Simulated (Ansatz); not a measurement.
AlClFHZn. The species carries charge 0 and has multiplicity 1. The bonds changed during the relaxation, so this is another structure than the one it started from. The structure was optimised at the PBE0-D4/def2-TZVP level.

```xyz
5

F     0.674    0.837    1.395
Al    0.283    0.360   -0.137
Cl   -1.492    1.143   -0.946
Zn   -0.858   -2.097    0.756
H     1.393   -0.243   -1.070
```

Q: What is the dipole moment at r2SCAN/def2-TZVPP? (Best estimate.)

A: Computed: 3.16 D, with components (-0.49, -3.11, 0.26) D in this frame, pointing from negative to positive charge.

Q: And with PBE, B3LYP, ωB97M-V? (An estimate is asked.)

A: Computed: PBE 3.05 D, B3LYP 3.18 D, ωB97M-V 3.35 D.

Q: Give the Mulliken charges with r2SCAN, B3LYP, ωB97M-V in def2-TZVPP. (Estimate.)

A: The calculation gave: 
```tsv
atom	r2SCAN	B3LYP	ωB97M-V
F1	-0.36	-0.36	-0.35
Al2	0.68	0.68	0.58
Cl3	-0.28	-0.27	-0.25
Zn4	0.12	0.10	0.14
H5	-0.17	-0.15	-0.12
```

B3LYP here is the variant with VWN-RPA as its local correlation; programs differ in this.
